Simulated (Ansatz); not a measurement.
This triplet is an excited state, 3.49 eV above the relaxed singlet at the level frozen-core CCSD(T)/cc-pVTZ // B3LYP-D3(BJ)/def2-TZVP (Ansatz, an electronic-structure program).

All values below come from Ansatz with B3LYP-D3(BJ)/def2-TZVP. No frequencies were computed at this level.

Ansatz 0.2 input:
```yaml
crystal:
  periodic: [false, false, false]
  atoms:
    - { symbol: F, position_ang: [1.733509, -0.312319, -0.000006] }
    - { symbol: Ge, position_ang: [-0.000898, 0.630911, -0.000001] }
    - { symbol: F, position_ang: [-1.732611, -0.318592, 0.000007] }
basis:
  gaussian: { orbitals: def2-tzvp }
hamiltonian:
  xc: b3lyp
  dispersion: d3bj
relax:
  max_steps: 150
magnetization:
  spin_polarized: true
  initial_magnetization: 2
```

Output:

```
Functional definition: B3LYP
701 factors; their error is unknown
mean field evaluation 1: about -61948.8424 eV, gradient 3.7e1 eV
mean field evaluation 2: about -61916.2437 eV, gradient 1.1e2 eV
mean field evaluation 4: about -61953.2367 eV, gradient 3.4e0 eV
mean field evaluation 8: about -61953.2684 eV, gradient 3.1e-2 eV
mean field evaluation 16: about -61953.5061 eV, gradient 1.4e-4 eV
mean field -61953.50613964 eV, -2276.7493570370 hartree, gradient 4.1e-5 eV, S^2 2.008887; 0 other end points of the search recorded, 0 dependent functions left out
reference -61953.50630698 eV, -2276.7493631865 hartree; 26, 24 occupied and 84, 86 virtual orbitals, 701 factors
relax step   1: F+E_penalty+E_count = -61953.55714574 eV  Δ(F+E_penalty+E_count) = +0.000e0 eV  max|allowed force component| = 2.433e0 eV/Å  Δτ_max = 0.0000 Å  (34 SCF iters, accepted)
these checks for a lower state are left out or cut short: starts, cluster_reference, orbital_swaps, neighbouring_geometries, increment
701 factors; their error is unknown
mean field -61954.02048793 eV, -2276.7682589880 hartree, gradient 1.9e-5 eV, S^2 2.005217; 0 other end points of the search recorded, 0 dependent functions left out
reference -61954.02065309 eV, -2276.7682650575 hartree; 26, 24 occupied and 84, 86 virtual orbitals, 701 factors
relax step   2: F+E_penalty+E_count = -61954.07234598 eV  Δ(F+E_penalty+E_count) = -5.152e-1 eV  max|allowed force component| = 1.573e0 eV/Å  Δτ_max = 0.1086 Å  (38 SCF iters, accepted)
these checks for a lower state are left out or cut short: starts, cluster_reference, orbital_swaps, neighbouring_geometries, increment
701 factors; their error is unknown
mean field evaluation 32: about -61954.0508 eV, gradient 2.5e-5 eV
mean field -61954.05081643 eV, -2276.7693735399 hartree, gradient 1.9e-5 eV, S^2 2.005001; 0 other end points of the search recorded, 0 dependent functions left out
reference -61954.05098087 eV, -2276.7693795831 hartree; 26, 24 occupied and 84, 86 virtual orbitals, 701 factors
relax step   3: F+E_penalty+E_count = -61954.10282873 eV  Δ(F+E_penalty+E_count) = -3.048e-2 eV  max|allowed force component| = 1.534e0 eV/Å  Δτ_max = 0.0192 Å  (32 SCF iters, accepted)
these checks for a lower state are left out or cut short: starts, cluster_reference, orbital_swaps, neighbouring_geometries, increment
701 factors; their error is unknown
mean field -61954.15049441 eV, -2276.7730366381 hartree, gradient 1.8e-5 eV, S^2 2.002558; 0 other end points of the search recorded, 0 dependent functions left out
reference -61954.15066077 eV, -2276.7730427516 hartree; 26, 24 occupied and 84, 86 virtual orbitals, 701 factors
relax step   4: F+E_penalty+E_count = -61954.20398380 eV  Δ(F+E_penalty+E_count) = -1.012e-1 eV  max|allowed force component| = 1.823e0 eV/Å  Δτ_max = 0.1659 Å  (35 SCF iters, accepted)
these checks for a lower state are left out or cut short: starts, cluster_reference, orbital_swaps, neighbouring_geometries, increment
701 factors; their error is unknown
mean field -61954.23848112 eV, -2276.7762700901 hartree, gradient 1.9e-5 eV, S^2 2.003180; 0 other end points of the search recorded, 0 dependent functions left out
reference -61954.23864539 eV, -2276.7762761269 hartree; 26, 24 occupied and 84, 86 virtual orbitals, 701 factors
relax step   5: F+E_penalty+E_count = -61954.29161746 eV  Δ(F+E_penalty+E_count) = -8.763e-2 eV  max|allowed force component| = 1.868e-2 eV/Å  Δτ_max = 0.0415 Å  (34 SCF iters, accepted)
these checks for a lower state are left out or cut short: starts, cluster_reference, orbital_swaps, neighbouring_geometries, increment
701 factors; their error is unknown
mean field -61954.23856796 eV, -2276.7762732812 hartree, gradient 6.1e-6 eV, S^2 2.003167; 0 other end points of the search recorded, 0 dependent functions left out
reference -61954.23873226 eV, -2276.7762793194 hartree; 26, 24 occupied and 84, 86 virtual orbitals, 701 factors
relax step   6: F+E_penalty+E_count = -61954.29173745 eV  Δ(F+E_penalty+E_count) = -1.200e-4 eV  max|allowed force component| = 4.984e-3 eV/Å  Δτ_max = 0.0044 Å  (32 SCF iters, accepted)
701 factors; their error is unknown
mean field evaluation 64: about -61950.3519 eV, gradient 3.6e1 eV
mean field -61954.23856796 eV, -2276.7762732812 hartree, gradient 8.0e-6 eV, S^2 2.003167; 1 other end points of the search recorded, 0 dependent functions left out
reference -61954.23873226 eV, -2276.7762793194 hartree; 26, 24 occupied and 84, 86 virtual orbitals, 701 factors
Total energy: -61954.29190176 eV, -2276.7782332623 hartree
Atom 0 at     1.476513    -0.314283    -0.000005 Å, force    -0.002263    -0.002493     0.000000 eV/Å
Atom 1 at    -0.001111     0.633741    -0.000001 Å, force    -0.000000     0.004984    -0.000000 eV/Å
Atom 2 at    -1.475402    -0.319458     0.000006 Å, force     0.002263    -0.002491    -0.000000 eV/Å
Dipole moment:    -0.000697     0.397520    -0.000001 e Å
```

Cost: around 22 core-seconds (rough).
